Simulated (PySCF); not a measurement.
Species: C6H12Se.
Cartesian coordinates in Å at the PBE0-D3(BJ)/def2-SVP level; atoms count from 1:
```
atom  x, y, z in Å
C1     0.3499   -1.2638   -0.8583
C2     0.3221   -0.2012   -0.0456
Se3    1.8535    0.8547    0.3720
C4     3.1728    0.0210   -0.7681
C5    -0.9229    0.3362    0.6343
C6    -1.4761    1.5429   -0.1293
C7    -1.9983   -0.7233    0.8406
H8    -0.5607   -1.8349   -1.0543
H9     1.2583   -1.6098   -1.3536
H10    4.1072    0.5793   -0.6222
H11    3.3293   -1.0278   -0.4808
H12    2.8705    0.0871   -1.8223
H13   -0.6114    0.6893    1.6353
H14   -0.7098    2.3200   -0.2650
H15   -1.8238    1.2348   -1.1280
H16   -2.3270    1.9881    0.4091
H17   -1.6081   -1.5949    1.3863
H18   -2.8379   -0.3034    1.4150
H19   -2.4059   -1.0757   -0.1200
```

Linear response at CAM-B3LYP/def2-SVPD (PySCF, frozen core in the response, non-relativistic). The CAM-B3LYP/def2-SVPD calculation is non-relativistic and has no spin–orbit coupling, an omission that weighs most on selenium.

Static isotropic polarisability: 102.38 au (15.17 Å³), principal values 81.5, 105.6, 120.1 au.

Question: What is the polarisability at 1064 nm and at the sodium D line?

Answer: 103.41 au at 1064 nm (+1.0 %), 105.91 au at 589.3 nm (+3.4 %). The rise at 589.3 nm is 3.42 times that at 1064 nm; a pure ω² law gives 3.26. The lowest singlet lies at 260 nm, shorter than both wavelengths.

Question: What is the isotropic C6 coefficient between two such molecules, C6 = (3/π)∫α(iω)² dω?

Answer: 4049 au (Eh·bohr⁶) by a ten-point quadrature over imaginary frequencies, which is 2420 eV·Å⁶ or 233 J·nm⁶/mol.

Question: Which effective excitation energy ω̄ makes London's formula C6 = (3/4)α²ω̄ exact here?

Answer: ω̄ = 4·C6/(3α²) = 0.515 Eh = 14.0 eV. A one-pole form α(ω) = α/(1 − ω²/ω̄²) fitted to the 1064 nm value gives 11.7 eV.

Question: How many electrons N does the Slater–Kirkwood formula C6 = (3/4)·√N·α^(3/2) need to give this C6?

Answer: N = (4·C6/3)²/α³ = 27.2; the species has 82 electrons in all.

Question: What n − 1 at the D line would an ideal gas of it have at 273.15 K and 1 atm (2.6868 × 10¹⁹ cm⁻³), by n − 1 = 2π·N·α′?

Answer: 26.49 × 10⁻⁴, a formal value whether or not that pressure can be reached.

Question: What molar refraction at the D line follows from R = (4π/3)·N_A·α′, with α′ the polarisability volume?

Answer: α′ = 15.69 Å³ gives R = 39.59 cm³/mol, for isolated, non-vibrating species.

Question: What three-body coefficient follows from the one-pole estimate C9 = (3/4)·α·C6?

Answer: 311000 au. This is an estimate from the two numbers above, not a computed integral.

Question: How anisotropic is the static polarisability, by Δα² = ½[(α1 − α2)² + (α2 − α3)² + (α3 − α1)²]?

Answer: Δα = 33.8 au, or 0.33 of the isotropic value.

On one thread, Arm Neoverse V1 (aarch64), shared host, this took 77 s wall and 1.3 GiB of memory at its peak. This is the whole response run at CAM-B3LYP/def2-SVPD, SCF included.

One conformer stands for the species.
